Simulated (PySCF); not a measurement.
Gas-phase reaction: GeF₄ + 2 GeH₂ + O → GeO + 2 GeH₂F₂

Computed with PySCF (xtb for GFN2) and rigid-rotor harmonic-oscillator thermochemistry at 1 bar. † marks an energy on the PBE0/def2-TZVP geometry and frequencies; other levels use their own. CCSD(T) freezes the core. 6-31G* has spherical d functions here. Open shells (unrestricted): O (multiplicity 3, electronic degeneracy 9); the rest are closed-shell singlets. GFN2 has no spin-polarisation term. Spin-orbit splitting is ignored; it lowers the true energy and changes the entropy of O. B3LYP is the form with VWN-RPA correlation. Ge: all electrons, no relativistic terms. GeH₂, GeH₂F₂: computed as isolated molecules; such fragments, hydroxides, amides, oligomers or adducts are transient or little studied in the gas. CCSD(T) isn't extrapolated to the basis-set limit; its ΔH°(298 K) is -656.0 kJ in def2-SVP and -686.1 kJ in def2-TZVPP. The harmonic model lacks anharmonicity and excited electronic states, which grow with temperature; levels with a mode under 35 cm⁻¹ are left out. Warning, large T1 diagnostic: GeO (CCSD(T)/def2-TZVPP†).

| level | ΔE electronic, kJ | ΔH°(298 K), kJ | ΔS°(298 K), J/K | ΔG°(1400 K), kJ |
|---|---|---|---|---|
| B3LYP/6-31G* | -677 | -656 | -128 | -467 |
| B3LYP/def2-TZVP† | -707 | -685 | -127 | -499 |
| CCSD(T)/def2-TZVPP† | -708 | -686 | -127 | -499 |
| GFN2-xTB | -1136 | -1115 | -131 | -926 |
| HF/6-31G* | -414 | -390 | -128 | -200 |
| PBE0/def2-TZVP | -705 | -683 | -127 | -496 |
| ωB97X-V/def2-TZVP† | -719 | -697 | -127 | -510 |
ΔH° is lowest at GFN2-xTB and highest at HF/6-31G*. No reference value is set beside these.
